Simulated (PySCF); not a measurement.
An unknown gives this computed stick spectrum. Method used: TDDFT CAM-B3LYP/def2-SVPD, vertical, gas phase, core orbitals frozen in the response (PySCF). Geometries: GFN2-xTB, one conformer each.

```json
{"state": "S1", "E (eV)": "4.41", "f": "0.011"}
{"state": "S2", "E (eV)": "4.86", "f": "0.020"}
{"state": "S3", "E (eV)": "4.94", "f": "0.018"}
{"state": "S4", "E (eV)": "5.18", "f": "0.023"}
{"state": "S5", "E (eV)": "6.08", "f": "0.974"}
{"state": "S6", "E (eV)": "6.18", "f": "0.030"}
{"state": "S7", "E (eV)": "6.54", "f": "0.0005"}
{"state": "S8", "E (eV)": "6.69", "f": "0.0078"}
```

**Question.** Which structure fits? All have the formula C6H7NSi.
A. `C(C#C[SiH]1CC1)C#N`
B. `C#C[Si@H]1C[C@H](C#N)C1`
C. `C1C=C([SiH2]1)C#C/C=N\[H]`

**Answer.** C. Its S1, at 4.41 eV, is the lowest among the candidates; the nearest of the others has S1 at 5.51 eV. S1 is HOMO→LUMO (56%), HOMO-1→LUMO (13%), HOMO→LUMO+1 (12%). Löwdin shares by element: HOMO carbon 76% or more (atoms not listed hold the other 24%); LUMO carbon 44% or more, nitrogen 18% (atoms not listed hold the other 37%). At the same level the other candidates give, for their lowest levels:
- `N#CCC#C[SiH]1CC1`: 5.51 eV (f 0.009); 5.77 eV (f 0.230); 6.13 eV (f 0.008); 6.60 eV (f 0.004); 6.71 eV (f 0.158); T1 4.44 eV; HOMO -8.17, LUMO 0.40 eV
- `C#C[Si@H]1C[C@H](C#N)C1`: 5.94 eV (f 0.000); 6.19 eV (f 0.031); 6.26 eV (f 0.002); 7.12 eV (f 0.003); 7.30 eV (f 0.299); T1 4.96 eV; HOMO -9.59, LUMO 0.14 eV
Triplets come from the Tamm–Dancoff approximation.
